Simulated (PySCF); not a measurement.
(Z)-1,2-dichloro-1-fluoroprop-1-ene (C3H3Cl2F), SMILES C/C(Cl)=C(\F)Cl. Heavy atoms are numbered as in [CH3:1]/[C:2]([Cl:3])=[C:4](\[F:5])[Cl:6]. Hydrogens are named by the atom that carries them.

The structure is a stationary point at TPSSh-D3(BJ)/def2-SVP.

The numbers are results of PySCF with PBE/pcSseg-1, not measurements.

GIAO shieldings, no solvent; atoms alike by connectivity are averaged. δ = σ(ref) − σ: ¹³C against TMS (σ = 182.0 ppm); ³⁵Cl against HCl (σ = 936.5 ppm); ¹⁹F against CFCl3 (σ = 133.6 ppm); ¹H against TMS (σ = 31.49 ppm), references at their B3LYP-D3(BJ)/def2-TZVP geometries, non-relativistic (without spin–orbit terms, shifts of atoms bonded to Cl or Br come out too high).

```
nucleus     atoms  count  δ (ppm)
-------  --------  -----  -------
¹³C            C4      1    158.6
¹³C            C2      1    127.1
¹³C      C1 (CH3)      1     23.9
³⁵Cl          Cl6      1    285.9
³⁵Cl          Cl3      1    249.9
¹⁹F            F5      1    -99.5
¹H        H on C1      3     2.39
```
